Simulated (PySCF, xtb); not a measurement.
CH5F3Si2, SMILES F[SiH](F)[Si@H](C)F.

xtb with GFN2-xTB at its own geometry gives an orbital gap of 4.45 eV and a dipole moment of 2.05 D.

Geometry: PBE-D3(BJ)/def2-SVP. The structure was generated by enumeration; whether it is a known compound was not checked. The values are those of a single conformer.

**Question.** What does ωB97X/def2-TZVP (PySCF) give? (An estimate is asked for; the answer gives what the named calculation found.)

**Answer.** gap 11.92 eV (levels -10.78 and 1.14 eV), dipole 2.29 D.
